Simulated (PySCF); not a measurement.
# What settings do to a single point of Eu(OH)3

The sound run of Eu(OH)3 (singlet in the valence; each metal's 4f electrons, 6 of them, lie in its core potential, out of spins and levels) uses PySCF 2.14.0, RKS PBE, Eu lcecp-1-SVP with ECP52, O def2-SVP, H def2-SVP; non-relativistic Hamiltonian with scalar-relativistic core potentials where named; density fitting; no spin-orbit coupling, grid (50, 194), threshold 1e-8 Eh and 55 cycles, at the relaxed geometry:

```xyz
7

Eu    0.0000    0.0000   -0.1473
O     2.0764    0.0000    0.0918
H     3.0220    0.0000    0.2952
O    -1.0382    1.7982    0.0918
H    -1.5110    2.6171    0.2952
O    -1.0382   -1.7982    0.0918
H    -1.5110   -2.6171    0.2952
```

There Eu1 has a Mulliken charge of 0.87 e and the dipole about the centre of mass is 0.71 D. Each run below changes one thing and starts from free metal ions and neutral atoms unless it says otherwise; with 55 cycles, smearing, a level shift and second-order steps follow where DIIS fails, and their cycles count. Energy shifts count from the sound run. On f atoms grids over 110 angular points are at least (60, 302).

| change | outcome | cycles | energy shift (eV) | largest force component (eV/Å) | charge on Eu1 (e) | dipole about the centre of mass (D) |
| --- | --- | --- | --- | --- | --- | --- |
| start from a density of up to 30 smeared cycles (not counted) | converged | 8 | 0.0000 | 0.02 | 0.87 | 0.71 |
| threshold 1e-05 | converged | 6 | 0.0000 | 0.02 | 0.87 | 0.71 |

(1) One further run converged with energy shift (eV) 2.31, largest force component (eV/Å) 4.02, charge on Eu1 (e) 0.99, dipole about the centre of mass (D) 0.94. Which change was it?
A. grid (40, 110)
B. charge changed by +1, spin kept, limit 57 cycles
C. all coordinates × 1.12

(2) And the other changes listed?

Forces carry noise of the integration grid, about 0.01 to 0.03 eV/Å.

An lcecp potential fixes the number of 4f electrons, so in runs with it no electron can move into or out of that shell.

Answers

(1) C.

(2) 
| change | outcome | cycles | energy shift (eV) | largest force component (eV/Å) | charge on Eu1 (e) | dipole about the centre of mass (D) |
| --- | --- | --- | --- | --- | --- | --- |
| charge changed by +1, spin kept, limit 57 cycles | refused | – | – | – | – | – |
| grid (40, 110) | converged | 8 | -0.0022 | 0.07 | 0.87 | 0.71 |
